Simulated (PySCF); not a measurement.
# Computed records: Al2H4

Calculation on a computer-drawn molecule: vertical ionisation energy to the stated ion spin, frozen-core CCSD(T) at the basis limit and cheaper methods, single-reference cases, UHF for radicals, no spin-orbit; all values are single points at the evaluated structure, the first of each entry, which is the reference or a displaced copy of it and isn't optimised; the reference structure only sets the zero of the energies above reference; triples share is (T) over the correlation energy. Program: PySCF 2.14.0.

Common to all runs: charge 0; multiplicity 1; ion multiplicity 2; diffuse functions no; basis cc-pV(n+d)Z; reference is the Hartree-Fock double-zeta minimum; best is HF at quadruple zeta + MP2 correlation extrapolated from triple and quadruple zeta + CCSD(T) minus MP2 at triple zeta; basis step is the size of the change from the same recipe one zeta lower.

(1) Al2H4

Evaluated structure:
```xyz
6
Al2H4
Al     0.0293    -0.9680    -0.7379
Al     1.8538     0.7966    -0.0601
H     -1.1203    -0.6292    -1.7773
H      0.0228    -2.5078    -0.1154
H      1.6365     1.7882     1.1776
H      3.2072     0.9607    -0.8395
```

Reference structure:
```xyz
6
Al2H4
Al     0.0337    -0.9673    -0.7349
Al     1.8453     0.8036    -0.0473
H     -1.1233    -0.6287    -1.7708
H      0.0292    -2.4411    -0.1396
H      1.6383     1.7830     1.1873
H      3.2136     0.9595    -0.8410
```

Results for Al2H4: ionisation energy best 9.167 eV; ionisation energy basis step 0.03537 eV; energy above reference best 0.7832 kcal/mol; energy above reference basis step 0.02545 kcal/mol; ionisation energy Koopmans at triple zeta 9.213 eV; ionisation energy EOM CCSD at triple zeta 9.14 eV; total energy HF triple zeta -486.1439 hartree; total energy CCSD(T) triple zeta -486.3513 hartree; total energy best -486.3755 hartree; T1 diagnostic at triple zeta 0.01109; D1 diagnostic at triple zeta 0.01963; ion T1 diagnostic at triple zeta 0.02064; ion D1 diagnostic at triple zeta 0.0597; ion spin squared at triple zeta 0.7697; triples share at triple zeta 0.02177; basis functions triple zeta 134; dipole magnitude HF at triple zeta 0.1805 debye; dipole magnitude CCSD unrelaxed at triple zeta 0.1557 debye; dipole magnitude PBE at triple zeta 0.1455 debye; dipole magnitude r2SCAN at triple zeta 0.1526 debye; dipole magnitude B3LYP at triple zeta 0.1591 debye; dipole magnitude wB97X at triple zeta 0.1661 debye.

Drawn bonds:
```tsv
atom	other atom	order
1	2	1
1	3	1
1	4	1
2	5	1
2	6	1
```

Triple zeta:
```tsv
method	ionisation energy (eV)	energy above reference (kcal/mol)
HF	8.294	0.8437
PBE	8.76	0.4978
r2SCAN	8.833	0.7089
B3LYP	8.939	0.7745
wB97X	9.044	0.8238
MP2	9.008	0.8846
CCSD	9.051	0.7795
CCSD(T)	9.073	0.7573
```

(2) Al2H4

Evaluated structure:
```xyz
6
Al2H4
Al    -0.1259    -0.9482    -0.6876
Al     1.8790     0.8839    -0.1110
H     -1.0710    -0.5928    -1.7630
H      0.0236    -2.4969    -0.1952
H      1.6634     1.8017     1.1914
H      3.2271     0.8510    -0.8284
```

Reference structure:
```xyz
6
Al2H4
Al     0.0337    -0.9673    -0.7349
Al     1.8453     0.8036    -0.0473
H     -1.1233    -0.6287    -1.7708
H      0.0292    -2.4411    -0.1396
H      1.6383     1.7830     1.1873
H      3.2136     0.9595    -0.8410
```

Drawn bonds:
```tsv
atom	other atom	order
1	2	1
1	3	1
1	4	1
2	5	1
2	6	1
```

Questions
1. Al2H4 (entry 2): ionisation energy Koopmans at triple zeta?
2. Al2H4 (entry 2): energy above reference best?
3. Give the missing dipole magnitude B3LYP at triple zeta for Al2H4 (entry 2).
4. What dipole magnitude wB97X at triple zeta does the calculation give for Al2H4 (entry 2)?

Calculated values
1. 8.632 eV
2. 7.331 kcal/mol
3. 0.5893 debye
4. 0.6202 debye

Further results for Al2H4 (entry 2):

```
ionisation energy best                         : 8.683 eV
ionisation energy basis step                   : 0.03484 eV
energy above reference basis step              : 0.197 kcal/mol
ionisation energy EOM CCSD at triple zeta      : 8.641 eV
total energy HF triple zeta                    : -486.1340 hartree
total energy CCSD(T) triple zeta               : -486.3409 hartree
total energy best                              : -486.3650 hartree
T1 diagnostic at triple zeta                   : 0.0104
D1 diagnostic at triple zeta                   : 0.01928
ion T1 diagnostic at triple zeta               : 0.01795
ion D1 diagnostic at triple zeta               : 0.05308
ion spin squared at triple zeta                : 0.7624
triples share at triple zeta                   : 0.02169
basis functions triple zeta                    : 134
dipole magnitude HF at triple zeta             : 0.6849 debye
dipole magnitude CCSD unrelaxed at triple zeta : 0.613 debye
dipole magnitude PBE at triple zeta            : 0.5447 debye
dipole magnitude r2SCAN at triple zeta         : 0.5834 debye
```

Triple zeta:
```tsv
method	ionisation energy (eV)	energy above reference (kcal/mol)
HF	7.73	7.061
PBE	8.362	7.341
r2SCAN	8.392	7.343
B3LYP	8.503	7.065
wB97X	8.558	7.367
MP2	8.485	7.066
CCSD	8.555	7.241
CCSD(T)	8.588	7.235
```
